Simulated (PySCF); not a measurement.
C₂H₉BrSi₂, SMILES CC[SiH2][SiH2]Br at its GFN2-xTB optimised geometry (Å):

```
14

C      2.3606    -1.4888    -0.1794
C      0.8417    -1.3903    -0.1714
Si     0.2410     0.4043     0.0000
Si    -2.0689     0.4043     0.0000
Br    -2.7774     2.5230     0.0000
H      2.7752    -1.0936     0.7455
H      2.7774    -0.9185    -1.0070
H      2.6861    -2.5230    -0.2825
H      0.4498    -1.9969     0.6485
H      0.4515    -1.8304    -1.0922
H      0.7735     0.9760     1.2452
H      0.7805     1.2016    -1.1106
H     -2.7499    -0.1430    -1.1721
H     -2.7460    -0.1409     1.1755
```

Calculation: CAM-B3LYP/def2-TZVP (PySCF). Cells within 0.4 Å of a nucleus heavier than hydrogen are left out (blank, or x).

Map of the deformation density (molecule minus spherical neutral atoms) (e/bohr³) on the plane z = 0.0 Å:

```
|22222222222222222222222222222|
|22222222222222222222222222222|
|22222222222222222222222222222|
|22221111222222222222222222222|
|22221111222222222222222222222|
|22221123322222222222222222222|
|222223x3422222222222222222222|
|222233xx322222122222222222222|
|222233x2222111111122222222222|
|22222234422111111112222222222|
|22222235422211011111222222222|
|22221122212331011111122222222|
|22211101x14653xx1011112222222|
|22211101xx5774xx0001111222222|
|22211111113552122111111122222|
|22221111001222366311111112222|
|22221111001112379521012111222|
|2222211111111124x554254111222|
|2222221111111113xx98xx3111222|
|222222222211112583544x3111222|
|22222222222211233111496211222|
|22222222222221111111375212222|
|22222222222222111111111112222|
|22222222222222221111111112222|
|22222222222222222222111222222|
|22222222222222222222222222222|
|22222222222222222222222222222|
|22222222222222222222222222222|
|22222222222222222222222222222|
```
Scale: ten equal steps from -0.018 (start of '0') to 0.064 (end of '9'), in the order '0123456789'; x runs from -5.00 to 5.00, y from -5.00 (bottom) to 5.00 (top).
